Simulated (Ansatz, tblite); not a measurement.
Forces on the cluster KPt₃ at its r2SCAN-D4/def2-SVP geometry. Charge 0, multiplicity 2.

In the def2 sets Pt takes a core potential; there is no spin–orbit coupling. The xTB rows come from tblite. The structure comes from a short search, and lower isomers may exist.

GFN1-xTB (tblite), largest force 2.46 eV/Å:

```xyz
4
positions Å, forces eV/Å
K     1.693    1.143    0.525    0.011    0.008    0.003
Pt   -1.174    0.801   -0.784    1.020   -1.987    1.021
Pt   -0.800   -0.680    1.237    0.392    0.500   -2.372
Pt    0.281   -1.264   -0.978   -1.424    1.480    1.348
```

GFN2-xTB (tblite), largest force 0.38 eV/Å:

```
K -0.179 -0.121 -0.056
Pt -0.097 0.344 -0.138
Pt -0.001 -0.037 0.381
Pt 0.277 -0.187 -0.187
```

revPBE-D4/def2-TZVP (Ansatz), largest force 0.37 eV/Å:

```
K 0.091 0.062 0.028
Pt -0.183 0.275 -0.162
Pt -0.089 -0.096 0.344
Pt 0.181 -0.241 -0.210
```
